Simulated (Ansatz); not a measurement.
Relaxed structures of B$_{2}$H$_{2}$OF, doublet (PBE0-D4/def2-TZVP; forces vanish, vibrations not checked; lower isomers may exist, and structures with a doubtful reference or unclear bonds are left out; Å). Ansatz 0.2.0; basis: def2-TZVPP; cores frozen in the correlated methods; orbitals are unrestricted.

(1) Rank them by CCSD(T) energy, lowest first, and give each one's height above the lowest. Links in brackets join atoms within 1.22 times the sum of their covalent radii (1.1 for two metals). (To be estimated.)
A.
a complex of BH₂F ([BH2][F]) + BO
```
6
angstrom
B -0.0537 0.8234 -1.8080
O -0.3843 0.3047 -0.7763
B 0.0456 -0.5042 1.3406
F 1.3446 -0.2249 1.3344
H -0.6936 0.2947 1.8396
H -0.2878 -1.6113 1.0301
```
B.
B₂H₂OF ([BH][O][BH][F])
```
6
angstrom
B -0.5337 1.0042 -1.1592
O -0.1265 0.1567 -0.2388
B 0.2154 -0.4725 0.8980
F 1.4165 -0.2516 1.4025
H -0.4375 0.7901 -2.3364
H -0.5343 -1.2269 1.4339
```
C.
a complex of B₂HO ([B]1[BH][O]1) + HF
```
6
angstrom
B 1.6390 -0.2779 0.6657
O 0.4586 0.0627 0.0618
B 0.2019 -0.8353 1.0932
F -1.0244 1.4110 -1.8047
H -0.4736 0.9783 -1.1938
H -0.8247 -1.2870 1.4627
```
D.
B₂H₂OF ([F][B]1[BH2][O]1)
```
6
angstrom
B -0.4412 -0.2580 -0.6706
O -0.3933 0.9094 0.2446
B 0.6427 0.2964 0.7447
F 1.5059 0.4959 1.6910
H 0.0600 -0.1261 -1.7474
H -1.1973 -1.1395 -0.3887
```

No T1 diagnostic of these runs exceeds 0.021. ⟨S²⟩ of the unrestricted Hartree–Fock references: 0.75 to 0.79 (a pure state has 0.75).

## Answers

(1) Computed: B (0.00 kcal/mol), D (11.23 kcal/mol), A (41.23 kcal/mol), C (74.86 kcal/mol). Heights count from the lowest.

For scale, one of the runs: CCSD(T)/def2-TZVPP, 152 basis functions, launched by `ansatz run in.yaml --threads 2 --pin off --events-out ev --progress --plain --max-ram 4352MiB`. The run took 89 s on 2 CPU threads of an Arm Neoverse V1 (shared host), with 2.6 GiB of host memory at its peak.
